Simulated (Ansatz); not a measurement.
Two members of one family (Oligo(pyridine)), computed with Ansatz in the gas phase. Binding counts from free atoms in the multiplicity of their measured ground term, without zero-point energy. The structures are stationary points that may keep the symmetry of their start.

First: C45H29N9 (singlet, charge 0, PBE-D4/def2-SVP geometry).

Cartesian coordinates in Å:
```
C 3.522 -16.254 -7.514
C 4.094 -15.055 -7.964
C 3.719 -13.853 -7.353
C 2.775 -13.878 -6.301
C 2.327 -12.648 -5.601
C 1.335 -12.723 -4.599
C 0.920 -11.565 -3.946
C 1.501 -10.322 -4.298
C 1.113 -9.047 -3.651
C 0.109 -8.941 -2.667
C -0.188 -7.697 -2.109
C 0.524 -6.554 -2.539
C 0.269 -5.203 -1.990
C -0.733 -4.919 -1.037
C -0.896 -3.617 -0.565
C -0.048 -2.592 -1.049
C -0.147 -1.190 -0.588
C 0.725 -0.208 -1.108
C 0.635 1.107 -0.659
C -0.331 1.445 0.318
C -0.477 2.815 0.861
C 0.312 3.911 0.452
C 0.117 5.164 1.032
C -0.872 5.320 2.031
C -1.129 6.609 2.713
C -2.153 6.708 3.680
C -2.383 7.920 4.326
C -1.585 9.042 4.004
C -1.765 10.361 4.652
C -2.784 10.641 5.588
C -2.875 11.911 6.157
C -1.942 12.908 5.788
C -1.970 14.282 6.351
C -0.993 15.222 5.959
C -1.027 16.510 6.498
C -2.042 16.827 7.417
N -2.985 15.953 7.804
C -2.941 14.721 7.280
N -0.965 12.646 4.889
C -0.885 11.431 4.349
N -0.601 8.952 3.079
C -0.388 7.789 2.467
N -1.641 4.275 2.419
C -1.451 3.083 1.858
N -1.173 0.509 0.815
C -1.081 -0.746 0.378
N 0.910 -2.858 -1.969
C 1.058 -4.103 -2.416
N 1.489 -6.651 -3.483
C 1.767 -7.841 -4.011
N 2.455 -10.248 -5.253
C 2.847 -11.361 -5.872
N 2.225 -15.039 -5.876
C 2.590 -16.182 -6.465
H 3.787 -17.222 -7.964
H 4.828 -15.053 -8.785
H 4.155 -12.905 -7.698
H 0.915 -13.711 -4.359
H 0.150 -11.629 -3.165
H -0.449 -9.826 -2.330
H -0.969 -7.623 -1.340
H -1.395 -5.711 -0.656
H -1.679 -3.403 0.177
H 1.463 -0.520 -1.862
H 1.319 1.867 -1.065
H 1.087 3.796 -0.323
H 0.733 6.014 0.707
H -2.744 5.806 3.898
H -3.178 7.989 5.082
H -3.514 9.871 5.879
H -3.671 12.123 6.886
H -0.229 14.901 5.235
H -0.278 17.264 6.212
H -2.097 17.837 7.862
H -3.736 14.034 7.624
H -0.079 11.248 3.618
H 0.434 7.790 1.729
H -2.092 2.250 2.193
H -1.799 -1.453 0.828
H 1.845 -4.290 -3.167
H 2.557 -7.889 -4.777
H 3.634 -11.223 -6.635
H 2.113 -17.102 -6.084
```

| level | HOMO (eV) | LUMO (eV) | gap (eV) | binding per atom (eV) |
| --- | --- | --- | --- | --- |
| PBE-D4/def2-SVP | -5.38 | -3.26 | 2.12 | 5.71 |
| PBE0-D4/def2-SVP | -6.15 | -2.63 | 3.52 | 5.56 |

Second: C50H32N10 (singlet, charge 0, PBE-D4/def2-SVP geometry).

Cartesian coordinates in Å:
```
C -5.303 10.415 -16.622
C -5.097 11.139 -15.439
C -4.689 10.457 -14.287
C -4.496 9.057 -14.346
C -4.064 8.265 -13.168
C -3.909 8.804 -11.873
C -3.492 7.984 -10.824
C -3.232 6.616 -11.073
C -2.782 5.681 -10.018
C -2.423 4.357 -10.353
C -1.983 3.487 -9.357
C -1.897 3.945 -8.021
C -1.413 3.087 -6.917
C -0.817 1.824 -7.115
C -0.380 1.084 -6.017
C -0.536 1.613 -4.715
C -0.087 0.887 -3.507
C 0.730 -0.261 -3.544
C 1.102 -0.888 -2.355
C 0.652 -0.361 -1.122
C 0.995 -0.982 0.176
C 1.952 -2.007 0.326
C 2.197 -2.552 1.585
C 1.479 -2.067 2.703
C 1.662 -2.611 4.068
C 0.841 -2.165 5.126
C 1.002 -2.701 6.402
C 1.992 -3.689 6.621
C 2.210 -4.331 7.937
C 3.214 -5.312 8.092
C 3.405 -5.923 9.329
C 2.584 -5.550 10.421
C 2.713 -6.159 11.765
C 1.827 -5.793 12.800
C 1.951 -6.377 14.060
C 2.966 -7.337 14.284
C 3.159 -8.015 15.591
C 4.224 -8.925 15.761
C 4.393 -9.556 16.996
C 3.489 -9.261 18.032
N 2.467 -8.402 17.893
C 2.314 -7.804 16.706
N 3.823 -7.682 13.297
C 3.700 -7.116 12.097
N 1.623 -4.610 10.279
C 1.448 -4.030 9.091
N 2.794 -4.104 5.613
C 2.634 -3.584 4.398
N 0.565 -1.076 2.567
C 0.341 -0.558 1.360
N -0.135 0.739 -1.080
C -0.481 1.334 -2.220
N -1.119 2.818 -4.517
C -1.533 3.520 -5.571
N -2.264 5.205 -7.692
C -2.688 6.029 -8.650
N -3.377 6.096 -12.314
C -3.776 6.886 -13.309
N -4.691 8.368 -15.493
C -5.081 9.028 -16.587
H -5.623 10.909 -17.551
H -5.253 12.229 -15.412
H -4.517 11.014 -13.355
H -4.115 9.866 -11.674
H -3.365 8.410 -9.820
H -2.509 4.049 -11.404
H -1.716 2.454 -9.619
H -0.683 1.415 -8.127
H 0.074 0.095 -6.174
H 1.091 -0.667 -4.501
H 1.731 -1.789 -2.389
H 2.519 -2.382 -0.541
H 2.939 -3.354 1.696
H 0.084 -1.399 4.907
H 0.359 -2.355 7.222
H 3.825 -5.570 7.215
H 4.183 -6.689 9.443
H 1.054 -5.043 12.580
H 1.260 -6.089 14.863
H 4.892 -9.108 14.907
H 5.215 -10.270 17.161
H 3.598 -9.742 19.020
H 1.458 -7.110 16.633
H 4.438 -7.444 11.344
H 0.646 -3.273 9.049
H 3.329 -3.963 3.627
H -0.405 0.249 1.281
H -1.118 2.233 -2.155
H -1.999 4.501 -5.381
H -2.979 7.038 -8.308
H -3.887 6.432 -14.309
H -5.228 8.419 -17.497
```

Q: Estimate the same table for the second.

A: 
```csv
level,HOMO (eV),LUMO (eV),gap (eV),binding per atom (eV)
PBE-D4/def2-SVP,-5.38,-3.27,2.11,5.72
PBE0-D4/def2-SVP,-6.15,-2.64,3.51,5.57
```
